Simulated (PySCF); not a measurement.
[IrCl6]3- (charge -3 and singlet state).
Bonds: Ir1–Cl2, Ir1–Cl3, Ir1–Cl4, Ir1–Cl5, Ir1–Cl6, Ir1–Cl7.

Level of theory: PySCF, PBE0-D3(BJ)/def2-SVP geometry optimisation, gas phase, def2 core potentials past Kr.

Task: How far are the bound atoms from Ir1?

Result: 6 atoms: Cl6 2.432 Å, Cl4 2.432 Å, Cl2 2.432 Å, Cl3 2.432 Å, Cl5 2.432 Å, Cl7 2.433 Å.

Task: List the angles at Ir1.

Result: 
```
      angle  degrees  distance of the outer atoms (Å)
Cl2–Ir1–Cl3    180.0                             4.86
Cl4–Ir1–Cl5    180.0                             4.86
Cl6–Ir1–Cl7    179.9                             4.86
Cl4–Ir1–Cl6     90.2                             3.44
Cl5–Ir1–Cl7     90.1                             3.44
Cl3–Ir1–Cl6     90.0                             3.44
Cl3–Ir1–Cl4     90.0                             3.44
Cl2–Ir1–Cl7     90.0                             3.44
Cl2–Ir1–Cl5     90.0                             3.44
Cl3–Ir1–Cl7     90.0                             3.44
Cl2–Ir1–Cl4     90.0                             3.44
Cl3–Ir1–Cl5     90.0                             3.44
Cl2–Ir1–Cl6     90.0                             3.44
Cl4–Ir1–Cl7     89.9                             3.44
Cl5–Ir1–Cl6     89.9                             3.44
```

Task: What is the shape at Ir1?

Result: Octahedral: the three widest angles are 180.0°, 180.0° and 179.9°, the others run from 89.9° to 90.2°.

Task: What are the rotational constants (commonest isotopes, rigid rotor)?

Result: A = 611.3, B = 610.7, C = 610.0 MHz: a spherical top.

Point group: Oh (every atom within 0.08 Å of its image). Charge -3, singlet. Whether so highly charged an anion holds all its electrons in the gas phase wasn't checked; a finite basis holds them in any case. No counter-ion or solvent screens the charge of this multiply charged ion. Stationary, but not proved a minimum.

Hardware: Arm Neoverse V2, one thread, no GPU, on a shared host. Cost: 55 s wall, 0.57 GiB resident at most. This is the geometry optimisation.
